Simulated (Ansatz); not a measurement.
Isolated molecules relaxed with PBE0-D4/def2-TZVP in Ansatz; ΔE leaves out vibrations. CBS: MP2 limit from def2 TZ/QZ plus the TZ coupled-cluster correction, frozen cores. This one scheme is used for every species. DFT in def2-TZVPP. For As outer-core shells are correlated without core-valence functions, which leaves a few kJ/mol of doubt a bond. Scalar relativity is left out up to krypton. One conformer a species, not always the lowest.

`[SiH3]CC[AsH2]` + `SS` → `[SiH3]CCSS` + arsine  (substitution at a C–As bond)

`[SiH3]CC[AsH2]`:

Cartesian coordinates in Å:
```
Si 0.015 0.880 -1.811
C -0.284 -0.266 -0.349
C 0.418 0.198 0.918
As 0.173 -0.933 2.526
H 1.472 0.965 -2.104
H -0.689 0.391 -3.028
H -0.475 2.250 -1.495
H 0.049 -1.273 -0.622
H -1.364 -0.341 -0.181
H 0.086 1.199 1.211
H 1.499 0.266 0.770
H 0.435 -2.252 1.806
H -1.335 -1.084 2.358
```

`SS`:

```xyz
4

S    -0.565    0.855    0.464
S     0.390   -0.142   -1.046
H    -1.302   -0.164    0.945
H     1.477   -0.549   -0.363
```

`[SiH3]CCSS`:

Z-matrix (Å, degrees):
```
Si
C 1 1.886
H 1 1.489 2 110.0
H 1 1.489 2 108.6 3 118.6
H 1 1.485 2 112.4 3 -121.9
C 2 1.518 1 114.6 3 41.3
H 2 1.096 1 108.6 3 -81.0
H 2 1.095 1 108.2 3 164.0
S 6 1.814 2 114.6 1 51.1
H 6 1.096 2 111.0 1 -64.2
H 6 1.093 2 112.0 1 175.7
S 9 2.038 6 103.8 2 56.9
H 12 1.348 9 99.0 6 87.9
```

`[AsH3]`:

```xyz
4

As   -0.577    0.266   -0.023
H    -0.334   -1.235   -0.065
H     0.518    0.525   -1.048
H     0.393    0.444    1.136
```

| species | r2SCAN energy (Eh) |
| --- | --- |
| `[SiH3]CC[AsH2]` | -2606.92914 |
| `SS` | -797.55472 |
| `[SiH3]CCSS` | -1166.83538 |
| `[AsH3]` | -2237.64997 |

Work out ΔE.

ΔE = (-1166.83538) + (-2237.64997) − (-2606.92914) − (-797.55472) = -0.00149 Eh = -0.9 kcal/mol. CCSD(T)/CBS gives -0.1 kcal/mol.

Largest T1 diagnostic among the species: 0.011.

The D4 term adds −2.0 kcal/mol with B3LYP and −1.1 kcal/mol with PBE0; it sums over pairs of atoms, weighted by their polarisabilities, and B3LYP, whose exchange is more repulsive, gets the larger term. In def2-TZVPP, CCSD(T) changes the Hartree–Fock value by −1.6 kcal/mol (the triples alone add −0.7 kcal/mol) and MP2 by −2.0 kcal/mol.

B3LYP here is the variant with VWN-RPA as its local correlation; programs differ in this.
